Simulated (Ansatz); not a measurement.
Cost and result up the ladder for (MgS)2 ring (Mg2S2) (4 atoms). Total charge 0; singlet. Geometry: PBE-D4/def2-TZVP.

```xyz
4

Mg   -1.124   -0.266   -0.630
S    -0.822   -0.478    1.667
Mg    1.124    0.266    0.630
S     0.822    0.478   -1.667
```

Ansatz on 4 threads of Arm Neoverse V1 on a shared host. Times are rough, and most runs start from the orbitals of an earlier one. PBE0-D4/def2-TZVP serves as the yardstick here, not as an exact answer. Differences are given only for rows in sets of like size (and for xTB, whose basis is part of the method), since another set adds its own error. Binding counts from free atoms at the same level (Mg singlet, S triplet; other spins of the atoms weren't run), without zero-point energy or a counterpoise term.

B3LYP takes the VWN-RPA correlation. Correlated methods freeze 12 core orbitals; core or outer-core shells of Mg are correlated, in sets that lack core-valence functions.

Correlated methods converge slowly with the basis.

```json
{"level": "HF/STO-3G", "functions": "36", "wall time": "0.1 s", "binding energy per atom (eV)": "2.34", "difference from PBE0-D4/def2-TZVP (eV)": "–"}
{"level": "HF/6-31G", "functions": "52", "wall time": "0.2 s", "binding energy per atom (eV)": "1.10", "difference from PBE0-D4/def2-TZVP (eV)": "–"}
{"level": "LDA (SPW92)/def2-TZVP", "functions": "138", "wall time": "0.6 s", "binding energy per atom (eV)": "2.74", "difference from PBE0-D4/def2-TZVP (eV)": "0.38"}
{"level": "PBE-D4/def2-SVP", "functions": "72", "wall time": "0.6 s", "binding energy per atom (eV)": "2.40", "difference from PBE0-D4/def2-TZVP (eV)": "–"}
{"level": "B3LYP-D4/6-31G", "functions": "52", "wall time": "0.65 s", "binding energy per atom (eV)": "1.88", "difference from PBE0-D4/def2-TZVP (eV)": "–"}
{"level": "HF/def2-TZVP", "functions": "138", "wall time": "0.75 s", "binding energy per atom (eV)": "1.52", "difference from PBE0-D4/def2-TZVP (eV)": "-0.85"}
{"level": "MP2/def2-TZVP", "functions": "138", "wall time": "0.85 s", "binding energy per atom (eV)": "2.35", "difference from PBE0-D4/def2-TZVP (eV)": "-0.01"}
{"level": "BLYP-D4/def2-TZVP", "functions": "138", "wall time": "1.1 s", "binding energy per atom (eV)": "2.24", "difference from PBE0-D4/def2-TZVP (eV)": "-0.13"}
{"level": "PBE0-D4/def2-TZVP", "functions": "138", "wall time": "1.3 s", "binding energy per atom (eV)": "2.36", "difference from PBE0-D4/def2-TZVP (eV)": "0.00"}
{"level": "B3LYP-D4/def2-TZVP", "functions": "138", "wall time": "1.4 s", "binding energy per atom (eV)": "2.24", "difference from PBE0-D4/def2-TZVP (eV)": "-0.12"}
{"level": "BHLYP-D4/def2-TZVP", "functions": "138", "wall time": "1.4 s", "binding energy per atom (eV)": "2.17", "difference from PBE0-D4/def2-TZVP (eV)": "-0.19"}
{"level": "RPA@PBE/def2-TZVP", "functions": "138", "wall time": "1.9 s", "binding energy per atom (eV)": "1.99", "difference from PBE0-D4/def2-TZVP (eV)": "-0.37"}
{"level": "PBE-QIDH/def2-TZVP", "functions": "138", "wall time": "2.5 s", "binding energy per atom (eV)": "2.36", "difference from PBE0-D4/def2-TZVP (eV)": "0.00"}
{"level": "B97M-V/def2-TZVP", "functions": "138", "wall time": "3.7 s", "binding energy per atom (eV)": "2.43", "difference from PBE0-D4/def2-TZVP (eV)": "0.06"}
```
